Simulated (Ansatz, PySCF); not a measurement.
This singlet lies 2.92 eV below the relaxed triplet at the level frozen-core CCSD(T)/cc-pVTZ // B3LYP-D3(BJ)/def2-TZVP (Ansatz, a quantum-chemistry and plane-wave program).

B3LYP has the VWN-RPA correlation part, as in Gaussian. 

# H2FGeN, SMILES `[Ge]([NH2])[F]` (lower singlet) (charge 0, multiplicity 1)

All values below come from B3LYP-D3(BJ)/def2-TZVP run with PySCF.

The HOMO is -7.61 eV and the dipole moment comes out as 2.64 D. The HOMO–LUMO gap comes out as 5.84 eV, the LUMO is -1.77 eV and the total energy comes out as -2232.9874 Ha. The cost comes out as about 22 core-seconds (a rough figure).

```xyz
5

N     -0.6409    -0.0711    -0.0015
Ge     0.9680    -0.8415     0.3800
F      1.9261     0.5707    -0.1373
H     -1.5327    -0.5215     0.1369
H     -0.7206     0.8634    -0.3781
```
